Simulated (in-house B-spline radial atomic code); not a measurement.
Settings and results of a run for Cu8+. Method: scalar-relativistic (X2C) M06-2X, spin-polarised, spherical fractional occupations, Fermi nucleus of rms radius 3.8823 fm. Calculated with an all-electron radial atomic-structure program (B-spline basis).

Command:
```bash
python run_scf.py task.json out
```
Settings (nuclear radius in fm, mass in u):
```
Z                29
configuration    [Ar] 3d3
hamiltonian      x2c
method           m062x
spin_polarised   True
nucleus          fermi
rms_radius       3.8823
atomic_mass      62.9296
speed_of_light   137.035999084
```

Output (hartree, bohr):
```
 radial grid: 64 intervals, B-splines of order 8, outer radius 7.931 bohr

 iter        energy (Eh)    residual
    1       -1631.904961    1.02e-01
    2       -1631.913346    2.33e-03
    3       -1631.913358    1.18e-03
    4       -1631.913360    5.96e-04
    5       -1631.913361    4.38e-05
    6       -1631.913361    1.07e-05
    7       -1631.913361    1.42e-06
    8       -1631.913360    1.75e-05
    9       -1631.913360    1.35e-05
   10       -1631.913361    1.32e-06
   11       -1631.913361    1.34e-06
   12       -1631.913361    1.42e-06
   13       -1631.913361    1.21e-06
   14       -1631.913361    1.97e-06
   15       -1631.913361    1.84e-06
   56       -1631.913361    2.59e-06
   57       -1631.913361    2.18e-06
   58       -1631.913361    8.46e-07
   59       -1631.913361    2.27e-06
   60       -1631.913361    1.33e-06
   61       -1631.913361    1.73e-06
   62       -1631.913361    2.00e-06
   63       -1631.913361    2.94e-06
   64       -1631.913361    2.15e-06
   65       -1631.913361    1.37e-06
   66       -1631.913361    1.52e-06
   67       -1631.913361    4.41e-07
   68       -1631.913361    3.46e-07
   69       -1631.913361    7.84e-07
   70       -1631.913361    2.86e-07

 total energy                     -1631.91336
 kinetic                            1660.8714
 electron-nucleus                  -3779.9591
 Hartree                             548.7778
 exact exchange                      -32.4506
 exchange-correlation                -29.1529

 orbital      occ     eigenvalue          <r>       <r^2>       <1/r>       r_max
 1s up      1.000      -335.9510    0.0518348  0.00362665     29.6218     0.03369
 1s down    1.000      -335.9513    0.0518341   0.0036265      29.622     0.03369
 2s up      1.000       -47.7884     0.234977   0.0651707     6.40269      0.1967
 2s down    1.000       -47.6257     0.234079   0.0646422     6.42747      0.1964
 2p up      3.000       -42.3318     0.206102   0.0520943     6.22148      0.1579
 2p down    3.000       -42.1972     0.205134   0.0515425     6.24262      0.1576
 3s up      1.000       -11.4350     0.664549    0.504943     2.16071      0.5942
 3s down    1.000       -11.2191     0.667513    0.509242     2.13937      0.5947
 3p up      3.000        -9.7361     0.672887    0.525245     2.04284      0.5903
 3p down    3.000        -9.4622     0.678879    0.534437     2.01362      0.5922
 3d up      3.000        -6.8154      0.67112    0.537681     1.82837      0.5271
```

Time taken, with all properties: 2 s on 1 thread of Intel(R) Xeon(R) 6975P-C (shared host).

States collapsed into the nucleus by a negative tau potential were left out of the aufbau.

Caution: exact exchange at fractional occupations of open shells leaves self-interaction of up to several eV.

One-electron X2C: radii and densities carry no picture-change correction, so inner-shell <1/r> comes out high (for 1s by about 2 % at Z = 33, 5 % at 54, 10 % at 75, 30 % at 118) and <r> low.
